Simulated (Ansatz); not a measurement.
Geometry optimisation, Ansatz, RKS PBE0/def2-SVP.

The input (input.yaml):

```yaml
crystal:
  periodic: [false, false, false]
  atoms:
    - { symbol: S, position_ang: [1.2891, 0.5109, -1.0629] }
    - { symbol: C, position_ang: [0.4186, -0.1196, 0.3627] }
    - { symbol: C, position_ang: [0.96373, -0.05409, 1.57228] }
    - { symbol: Se, position_ang: [1.73408, 0.18126, 3.309] }
    - { symbol: H, position_ang: [0.6766, 1.8211, -0.8879] }
    - { symbol: H, position_ang: [-0.56827, -0.54154, 0.21457] }
basis:
  gaussian: { orbitals: def2-SVP }
hamiltonian:
  xc: pbe0
relax:
  f_tol: 0.015
  max_steps: 40
output:
  orbitals: {}
```

Run as:

```bash
$ ansatz run input.yaml --threads 1 --pin off --max-ram 2048MiB --backend cpu --events-out ev --progress --plain --runs-dir out
```

Problem. Where does it end, and by what steps?

Solution. It converged. The force dipped under the threshold on the way, but the program's further checks kept it going. After 10 steps the energy has fallen by 0.885 eV; H5 moved furthest, 0.20 Å.

| step | energy less start (eV) | largest force component (eV/Å) | accepted |
| --- | --- | --- | --- |
| 0 | 0.0000 | 4.781 | yes |
| 1 | -0.8305 | 1.440 | yes |
| 2 | -0.8426 | 0.735 | yes |
| 3 | -0.8521 | 0.784 | yes |
| 4 | -0.8622 | 0.304 | yes |
| 5 | -0.8660 | 0.448 | yes |
| 6 | -0.8848 | 0.048 | yes |
| 7 | -0.8850 | 0.029 | yes |
| 8 | -0.8852 | 0.006 | yes |
| 9 | -0.8852 | 0.015 | yes |
| 10 | -0.8852 | 0.010 | yes |

```xyz
6
Properties=species:S:1:pos:R:3
S 1.337 0.605 -0.936
C 0.425 -0.055 0.437
C 0.967 -0.008 1.637
Se 1.683 0.053 3.169
H 0.638 1.758 -1.075
H -0.537 -0.555 0.275
```

Time of the run: 82 s on 1 thread of AMD EPYC 7R43 64-Core Processor (Zen 3), on a shared host, peak memory 0.2 GiB.
